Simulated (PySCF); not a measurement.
**UHF on Si+ (silicon, charge +1)**

Configuration: [Ne] 3s2 3p1, 2P determinant. Calculation: PySCF 2.14, in cc-pVTZ-DK (5s4p2d1f, 34 functions); scalar relativity by spin-free X2C-1e.

```json
{"Total energy": "-289.178594 hartree", "One-electron energy": "-396.6781 hartree", "Hartree (Coulomb) energy": "127.6388 hartree", "Exchange energy": "-20.1393 hartree", "⟨S²⟩": "0.7656", "⟨L²⟩": "2.047", "Sum of ⟨r⟩": "11.21 bohr", "Sum of ⟨r²⟩": "20.21 bohr²", "Traceless quadrupole moment −½Σ⟨3z² − r²⟩ along its main axis": "-2.97 e·bohr²", "Langevin diamagnetic susceptibility": "-16.0 ×10⁻⁶ cm³/mol", "Time after the integrals": "0.09 s of wall time on 1 thread of Neoverse-V1 (shared host)"}
```

```tsv
shell	electrons	mean orbital energy (hartree)	spread (hartree)	rms radius, mean of both spins (bohr)
1s α	1	-69.34153	0	0.129
1s β	1	-69.33531	0	0.129
2s α	1	-6.54152	0	0.612
2s β	1	-6.53434	0	0.612
2p α	3	-4.61419	0.01356	0.599
2p β	3	-4.60104	0.01659	0.599
3s α	1	-0.88715	0	2.25
3s β	1	-0.79892	0	2.25
3p α	1	-0.59471	0	2.68
```

Densities and radii are taken from the X2C orbitals without a picture-change correction, which distorts them close to the nucleus.
